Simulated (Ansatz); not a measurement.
The same substitution along the group O, S, Se.

Gas-phase electronic energies from Ansatz, PBE0-D4/def2-TZVP geometries. CBS: MP2 limit from def2 TZ/QZ plus the TZ coupled-cluster correction, frozen cores. This one scheme is used for every species. DFT in def2-TZVPP. B3LYP here is the variant with VWN-RPA as its local correlation; programs differ in this. For Se outer-core shells are correlated without core-valence functions, which leaves a few kJ/mol of doubt a bond. Scalar relativity is left out up to krypton. Each species was taken in one conformer, which may not be the lowest.

```
                                             reaction  ωB97X-V (kJ/mol)  PBE0-D4 (kJ/mol)  PBE-D4 (kJ/mol)  B3LYP-D4 (kJ/mol)  CCSD(T)/CBS(def2) (kJ/mol)
      dimethyl ether + `CC(=N)N` → `CNC(C)=N` + CH₃OH               -17               -19              -17                -16                         -21
               `CSC` + `CC(=N)N` → `CNC(C)=N` + CH₃SH                14                16               18                 15                          16
dimethyl selenide + `CC(=N)N` → `CNC(C)=N` + `C[SeH]`                17                18               20                 18                          20
```

Largest T1 diagnostic: 0.012, for `CC(=N)N`.
